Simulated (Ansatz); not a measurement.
One change: `N=C(Cl)BN` becomes `COC(=N)Cl`.

Ansatz, PBE0-D4/def2-TZVP geometries, multiplicity 1. Each molecule was computed in one conformer, which needn't be the lowest.

```
                                                                                  property  `N=C(Cl)BN`
                                                     LUMO energy (ωB97M-V/def2-TZVPP) / eV         0.64
                                                       HOMO–LUMO gap (PBE/def2-TZVPP) / eV         4.09
ideal-gas entropy at 298 K and 1 bar (rigid rotor, harmonic PBE0-D4/def2-TZVP) / J/(mol·K)          320
                                                       LUMO energy (B3LYP/def2-TZVPP) / eV        -1.76
                                                       HOMO energy (B3LYP/def2-TZVPP) / eV        -7.84
                                            size of the dipole moment (PBE/def2-TZVPP) / D         2.22
```

(1) Give the same properties after the change, and the shifts. (An estimate is asked.)

Answers

(1) Ansatz gave: 
```
                                                                                  property  `COC(=N)Cl`  shift
                                                     LUMO energy (ωB97M-V/def2-TZVPP) / eV         2.29   1.65
                                                       HOMO–LUMO gap (PBE/def2-TZVPP) / eV         6.02   1.93
ideal-gas entropy at 298 K and 1 bar (rigid rotor, harmonic PBE0-D4/def2-TZVP) / J/(mol·K)          313     -7
                                                       LUMO energy (B3LYP/def2-TZVPP) / eV         0.04   1.80
                                                       HOMO energy (B3LYP/def2-TZVPP) / eV        -8.04  -0.20
                                            size of the dipole moment (PBE/def2-TZVPP) / D         3.52   1.30
```

With PBE0 the HOMO falls by 0.20 eV and the LUMO rises by 1.86 eV, so the gap widens by about 2.06 eV. PBE moves the HOMO by -0.17 eV and ωB97M-V by -0.19 eV. Dipoles are sizes alone; their direction can turn.

B3LYP here is the variant with VWN-RPA as its local correlation; programs differ in this.
